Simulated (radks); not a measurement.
Ag2+, configuration [Kr] 4d9.

Method: scalar-relativistic Kohn-Sham, PBE, spin-polarised, spherical densities, point nucleus; open shells are filled with parallel spins first (spin-orbit coupling, left out, can overturn this in heavy ions); computed with a radial shooting solver on a logarithmic mesh with Libxc functionals.

Energy parts (eV):
part                       energy
total                 -144626.991
kinetic                150255.514
electron-nucleus      -348593.050
Hartree                 57749.688
exchange-correlation    -4039.143

Orbitals (lengths in bohr, moments of r in powers of bohr; <r^-3> diverges for s and p1/2; r(max) is where P^2 peaks):
orbital  occ.  eigenvalue (eV)  <r^-3>   r(max)
1s up       1        -25353.22       -  0.02016
1s down     1        -25353.22       -  0.02016
2s up       1        -3752.398       -   0.1140
2s down     1        -3752.208       -   0.1140
2p up       3        -3368.059    3778  0.09114
2p down     3        -3367.915    3778  0.09114
3s up       1        -706.5160       -   0.3326
3s down     1        -706.4230       -   0.3326
3p up       3        -580.2985   675.2   0.3258
3p down     3        -580.1916   675.1   0.3258
3d up       5        -381.3177   92.23   0.2738
3d down     5        -381.1483   92.22   0.2739
4s up       1        -117.9557       -   0.8223
4s down     1        -117.2103       -   0.8219
4p up       3         -81.3441   112.0   0.8760
4p down     3         -80.5757   112.2   0.8755
4d up       5         -29.2433   9.327    1.025
4d down     4         -28.5080   9.287    1.025

The highest occupied level is 4d down at -28.508 eV. The density falls to 0.001 e/bohr^3 at r = 3.30 bohr. Spin moment in Bohr magnetons: 1.
